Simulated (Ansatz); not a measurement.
Geometry optimisation, RHF/def2-mTZVP in Ansatz 0.2.0.

The input (input.yaml):

```yaml
crystal:
  periodic: [false, false, false]
  atoms:
    - { symbol: B, position_ang: [0.0, 0.0, 0.0] }
    - { symbol: C, position_ang: [0.0, 0.0, 1.95] }
    - { symbol: H, position_ang: [-0.9996, -0.3092, 2.3205] }
    - { symbol: H, position_ang: [0.7676, -0.7111, 2.3205] }
    - { symbol: H, position_ang: [0.232, 1.0203, 2.3205] }
    - { symbol: H, position_ang: [1.0305, 0.0, -0.595] }
    - { symbol: H, position_ang: [-1.0305, 0.0, -0.595] }
    - { symbol: Br, position_ang: [-0.2997, -2.2003, 0.7379] }
    - { symbol: H, position_ang: [-0.1579, -1.159, 1.8229] }
basis:
  gaussian: { orbitals: def2-mTZVP }
hamiltonian:
  xc: hf
relax:
  f_tol: 0.15
  max_steps: 25
  restrain:
    - { distance: [0, 7], at: 2.04, k: 30.0 }
    - { distance: [8, 1], at: 1.11, k: 30.0 }
    - { distance: [0, 1], at: 2.8, k: 30.0 }
    - { distance: [8, 7], at: 2.75, k: 30.0 }
```

Command:

```bash
$ ansatz run input.yaml --threads 1 --pin off --max-ram 2048MiB --backend cpu --events-out ev --progress --plain --runs-dir out
```

Q: Where does it end, and by what steps?

A: The run converged. The restraints hold the end off the free minimum. After 12 steps the energy has fallen by 5.494 eV (the restraints' own energy left out); Br8 moved furthest, 1.29 Å. Parted: Br8–H9 (1.51 → 2.76 Å).

```tsv
step	energy less start (eV)	largest force component (eV/Å)	accepted
0	0.0000	7.013	yes
1	0.1388	3.876	yes
2	0.7343	3.700	yes
3	0.8305	2.746	yes
4	0.6066	2.307	yes
5	-0.4859	3.633	yes
6	-2.4521	4.343	yes
7	-4.1540	3.599	yes
8	-5.0651	2.539	yes
9	-5.4484	1.460	yes
10	-5.4814	1.153	yes
11	-5.4889	1.123	yes
12	-5.4937	1.132	yes
```

```xyz
9
Properties=species:S:1:pos:R:3
B -0.061 -0.491 -0.389
C -0.023 -0.085 2.394
H -0.985 0.058 2.867
H 0.739 -0.209 3.152
H 0.214 0.781 1.795
H 1.031 -0.070 -0.414
H -1.051 0.139 -0.396
Br -0.260 -2.481 -0.523
H -0.060 -1.001 1.795
```

Time of the run: 25 s on 1 thread of Arm Neoverse V2, on a shared host, peak memory 0.17 GiB.
